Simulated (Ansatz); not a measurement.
System: PbF (charge 0, doublet). 
Structure (B3LYP-D3(BJ)/def2-TZVP (Ansatz, a first-principles code) minimum search):
```
Pb
F 1 2.0717
```
Charge 0, spin multiplicity 2.

Basis-set convergence of Hartree-Fock and CCSD(T) correlation energies (hartree) with Ansatz. Cores are frozen in the correlated levels unless marked. Open shells are spin-unrestricted. No spin-orbit coupling. Frozen are the shells of the preceding noble gas and the d and f shells that filled before the atom's block. In def2 rows, elements after Kr have scalar-relativistic effective core potentials.

```json
[
 {"basis": "def2-SVPD", "functions": "55", "E(HF)": "-291.22101", "E(corr, CCSD(T))": "-0.26366"},
 {"basis": "def2-TZVPPD", "functions": "96", "E(HF)": "-291.34401", "E(corr, CCSD(T))": "-0.33206"},
 {"basis": "def2-QZVPPD", "functions": "154", "E(HF)": "-291.34964", "E(corr, CCSD(T))": "-0.35826"}
]
```

Extrapolating the two largest sets (X = 3 and 4) as X^-3: E(corr) = (64·(-0.35826) - 27·(-0.33206))/37 = -0.3774 Eh, an estimate of the basis-set limit. The largest set recovers 94.9 % of it, the smallest 69.9 %.
